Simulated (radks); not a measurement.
Effect of the nuclear size on the copper ion Cu2+, [Ar] 3d9. All-electron calculation, Dirac Kohn-Sham, exchange-only LDA, spin-unpolarised, spherical densities, finite nucleus; open shells are shared between the two j in proportion to 2j + 1; Fermi nuclear charge, rms radius 3.8823 fm. Program: a radial shooting solver on a logarithmic mesh with Libxc functionals. The rms radius is varied about that value; shifts are against it.

[
 {"rms radius (fm)": "3.432", "total energy shift (eV)": "-0.0426", "density at nucleus (e/bohr^3)": "2.221e+04", "1s1/2 shift (meV)": "-18.1", "2s1/2 shift (meV)": "-1.71", "3s1/2 shift (meV)": "-0.259"},
 {"rms radius (fm)": "3.6921", "total energy shift (eV)": "-0.0186", "density at nucleus (e/bohr^3)": "2.213e+04", "1s1/2 shift (meV)": "-7.91", "2s1/2 shift (meV)": "-0.748", "3s1/2 shift (meV)": "-0.113"},
 {"rms radius (fm)": "3.8823", "total energy shift (eV)": "0", "density at nucleus (e/bohr^3)": "2.207e+04", "1s1/2 shift (meV)": "0.000", "2s1/2 shift (meV)": "0.000", "3s1/2 shift (meV)": "0.000"},
 {"rms radius (fm)": "4.2705", "total energy shift (eV)": "0.0407", "density at nucleus (e/bohr^3)": "2.196e+04", "1s1/2 shift (meV)": "17.3", "2s1/2 shift (meV)": "1.64", "3s1/2 shift (meV)": "0.247"},
 {"rms radius (fm)": "4.4918", "total energy shift (eV)": "0.0655", "density at nucleus (e/bohr^3)": "2.19e+04", "1s1/2 shift (meV)": "27.9", "2s1/2 shift (meV)": "2.64", "3s1/2 shift (meV)": "0.398"}
]

Slopes of the eigenvalues against <r^2> in GHz/fm^2, as finite differences over the two radii next to the reference (eigenvalue slopes, not the field-shift constants of lines): 1s1/2 1320, 2s1/2 125, 3s1/2 18.9.
